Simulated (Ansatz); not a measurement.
Gas-phase electronic energies from Ansatz, PBE0-D4/def2-TZVP geometries. CCSD(T)/CBS is the MP2 limit (def2-TZVPP, def2-QZVPP) plus CCSD(T) − MP2 in def2-TZVPP, frozen cores. This one scheme is used for every species. DFT in def2-TZVPP. Each species was taken in one conformer, which may not be the lowest.

Reaction (cleavage of the Si–Si bond): `O[SiH2][SiH2]S` + `BO` → `BO[SiH2]S` + silanol

CCSD(T)/CBS gives -93.9 kJ/mol.

Task: Another level gave -95.3 kJ/mol. Which?
A. LC-ωPBE/def2-TZVPP
B. ωB97M-V/def2-TZVPP
C. PBE/def2-TZVPP
D. CCSD/def2-TZVPP

Result: B. ωB97M-V -95.3, LC-ωPBE -85.7, CCSD/def2-TZVPP -99.5, PBE -67.0 kJ/mol.

Largest T1 diagnostic among the species: 0.014.

From PBE to PBE0 (25 % exact exchange), in def2-TZVPP and without D4, ΔE moves by −9.4 kJ/mol. Leaving LDA and LC-ωPBE aside and taking each functional with its dispersion term where it has one, the values, not all of them listed here, spread over 38.1 kJ/mol, from BHLYP-D4 to PBE-D4.
